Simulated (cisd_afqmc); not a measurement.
Input (AFQMC/CISD/cc-pV(D+d)Z; cisd_afqmc is a phaseless AFQMC code with CISD trial states that reads the integrals written by Ansatz): A basis named .json is the Basis Set Exchange file of that set.

Ansatz 0.2 input:
```python
import cisd_afqmc

open("ham.yaml", "w").write("""\
crystal:
  periodic: [false, false, false]
  atoms:
    - {symbol: Si, position_ang: [0.69830954, -0.48260189, 0.45730200]}
    - {symbol: C, position_ang: [1.33813913, 1.23198015, -0.08534656]}
    - {symbol: H, position_ang: [1.17318079, 1.91864807, 0.75488144]}
    - {symbol: H, position_ang: [0.85654975, 1.66216086, -0.96496211]}
    - {symbol: H, position_ang: [2.41768017, 1.19547341, -0.24957498]}
    - {symbol: S, position_ang: [-1.28043906, -0.24885982, -0.34421463]}
    - {symbol: H, position_ang: [-1.76555416, -1.42997975, 0.07694092]}
basis:
  gaussian:
    orbitals: cc-pV_D+d_Z.json
magnetization: {spin_polarized: false}
correlation: {method: ccsd, electrons: outside_noble_gas, hamiltonian_folder: ham}
""")
rep = cisd_afqmc.ansatz("ham.yaml")
e_ccsd = rep["correlation"]["coupled_cluster"]["energy"]["hartree"]
out = cisd_afqmc.run("ham", e_ccsd, trial="CISD", walkers=100, populations=8, threads=8, dt=0.005, steps=40, early=24, settle=10, least=32,
    cut=5e-5, rank_cut=2e-4, target=0.0004, seconds=1500, seed=1, memory=17280, gpu=False)
```

Output:

```
orbitals 69, occupied [9], factors 447 of 792, rank of the doubles 216 of 540
E(HF) = -726.666371
E(CCSD) on the cut factors = -727.079303, shift to the whole factors -0.000007
Energy of the trial state on the determinant = -727.079219
  tau behind 7.2 of longer steps, mean of the populations' last blocks
   2.0  -727.09317
   4.0  -727.09493
   6.0  -727.09621
   8.0  -727.09653
  10.0  -727.09489
  12.0  -727.09344
  14.0  -727.09641
  16.0  -727.09443
  18.0  -727.09482
  20.0  -727.09469
  22.0  -727.09357
  24.0  -727.09504
blocks 898 (1 outliers left out), error by blocks joined: 1: 0.00019, 2: 0.00024, 4: 0.00030, 8: 0.00035, 16: 0.00039
E(AFQMC/CISD) = -727.09488 +/- 0.00039
```

 In a CCSD(T) run of this state the restricted determinant is unstable towards broken spin symmetry.

A triplet may lie lower; no result for it is given here.
